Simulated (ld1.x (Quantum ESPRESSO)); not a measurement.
**Configuration tests for silicon (Si) (RRKJ)**

Si (Z = 14), norm-conserving RRKJ (Kleinman–Bylander form), made with ld1.x (Quantum ESPRESSO) 7.5 (PBEsol, fully relativistic). Core [Ne], reference 3s2 3p2. Waves: 3s (bound): rc 1.95 bohr; 3p (bound): rc 1.50 bohr. Local part: all-electron potential smoothed inside 1.45 bohr (lloc = -2). Core correction: a·sin(br)/r model core, default radius (core density twice the valence density). rho0 = 0.01.

Open shells are filled in proportion to 2j + 1 (rel_dist='average').

Energies are relative to the spin-unpolarised reference configuration 3s2 3p2; without spin polarisation the order of configurations can differ from experiment.

```json
{"valence configuration": "3s2 3p0", "charge": "+2", "ΔE all-electron (eV)": "23.676", "error AE − PS (meV)": "+18"}
{"valence configuration": "3s1 3p0", "charge": "+3", "ΔE all-electron (eV)": "57.575", "error AE − PS (meV)": "+61"}
{"valence configuration": "3s1 3p2", "charge": "+1", "ΔE all-electron (eV)": "15.122", "error AE − PS (meV)": "+9.2"}
{"valence configuration": "3s1 3p3", "charge": "0", "ΔE all-electron (eV)": "6.793", "error AE − PS (meV)": "+2.1"}
{"valence configuration": "3s0 3p4", "charge": "0", "ΔE all-electron (eV)": "13.736", "error AE − PS (meV)": "+8.9"}
{"valence configuration": "3s2 3p1.5", "charge": "+0.5", "ΔE all-electron (eV)": "2.909", "error AE − PS (meV)": "+0.6"}
```

(1) What are ΔE and the potential's error for 3s2 3p1?

Results:

(1) ΔE = 7.713 eV all-electron; the error (AE − PS) is +3.1 meV.
